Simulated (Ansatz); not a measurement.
Cost and result for the atomization energy of C₂H₂FInS (`FC1=[CH][InH][S]1`) (7 atoms, 7 bonds).

Charge 0, multiplicity 1. Correlated methods include outer-core shells of In, which these sets cover unevenly. In takes the def2 core potential. Geometry: relaxed with PBE0-D4/def2-TZVP. Program: Ansatz. Hardware: A = 2 threads of an AMD EPYC 7R13 on a shared host; B = 2 threads of an AMD EPYC 7R13 on a shared host and a share of an NVIDIA H100 80 GB. Times are those of one run each, without the atoms' runs, and a repeat can differ threefold. Electronic energies, without spin–orbit coupling; frozen cores. CCSD(T)/CBS adds CCSD(T) − MP2 in def2-TZVPP to the MP2 limit, and its time is that of the two runs behind it. T1 = 0.015. With those shells the extrapolation isn't a true limit. B3LYP takes the VWN-RPA correlation (the form of Gaussian; ORCA's B3LYP/G).

CCSD(T)/CBS is a level of theory with its own doubt, some kJ/mol a heavy atom from the limit and from the frozen cores, so smaller differences don't rank the functionals.

```tsv
level	functions	wall time
LDA (SPW92)/def2-TZVPP [A]	213	1.6 s
CCSD(T)/def2-TZVPP [B]	213	2.4 s
BLYP-D4/def2-TZVPP [A]	213	2.9 s
CAM-B3LYP-D4/def2-TZVPP [A]	213	4.5 s
BHLYP-D4/def2-TZVPP [A]	213	4.5 s
r2SCAN-D4/def2-TZVPP (with forces) [A]	213	6 s
B3LYP-D4/def2-TZVPP (with forces) [A]	213	6.5 s
CCSD(T)/def2-SVP [A]	96	6.5 s
B2PLYP/def2-TZVPP [A]	213	7.5 s
B97M-V/def2-TZVPP [A]	213	9 s
ωB97M-V/def2-TZVPP (with forces) [A]	213	14 s
CCSD(T)/def2-QZVPP [B]	383	16 s
CCSD(T)/CBS(def2)	–	18 s
```

**Question.** What atomization energy does each give, and how far from CCSD(T)/CBS? (An estimate is asked.)

**Answer.** Ansatz gave: 
```
                                 level  atomization (kcal/mol)  difference from CCSD(T)/CBS  per bond
            LDA (SPW92)/def2-TZVPP [A]                   703.4                        118.7      17.0
                CCSD(T)/def2-TZVPP [B]                   565.3                        -19.4      -2.8
                BLYP-D4/def2-TZVPP [A]                   580.2                         -4.5      -0.6
           CAM-B3LYP-D4/def2-TZVPP [A]                   580.2                         -4.5      -0.6
               BHLYP-D4/def2-TZVPP [A]                   550.0                        -34.7      -5.0
r2SCAN-D4/def2-TZVPP (with forces) [A]                   591.1                          6.4       0.9
 B3LYP-D4/def2-TZVPP (with forces) [A]                   576.0                         -8.7      -1.2
                  CCSD(T)/def2-SVP [A]                   541.4                        -43.3      -6.2
                 B2PLYP/def2-TZVPP [A]                   572.5                        -12.2      -1.7
                 B97M-V/def2-TZVPP [A]                   590.5                          5.8       0.8
  ωB97M-V/def2-TZVPP (with forces) [A]                   587.4                          2.7       0.4
                CCSD(T)/def2-QZVPP [B]                   577.9                         -6.8      -1.0
                     CCSD(T)/CBS(def2)                   584.7                          0.0       0.0
```

The D4 term adds +7.5 kcal/mol with B3LYP and +3.8 kcal/mol with PBE0; it sums over pairs of atoms, weighted by their polarisabilities, and B3LYP, whose exchange is more repulsive, gets the larger term. In def2-TZVPP, CCSD(T) changes the Hartree–Fock value by +179.5 kcal/mol (the triples alone add +17.0 kcal/mol) and MP2 by +200.4 kcal/mol; breaking electron pairs costs correlation energy, which Hartree–Fock lacks. At CCSD(T), def2-SVP lies −43.3 kcal/mol from the extrapolated value and def2-TZVPP −19.4 kcal/mol: correlation converges slowly with the basis, and small sets miss more of it in the bonded molecule than in its fragments.

Spin–orbit coupling would lower the free In atoms strongly, and the atomization energy with them, by more than many differences here.
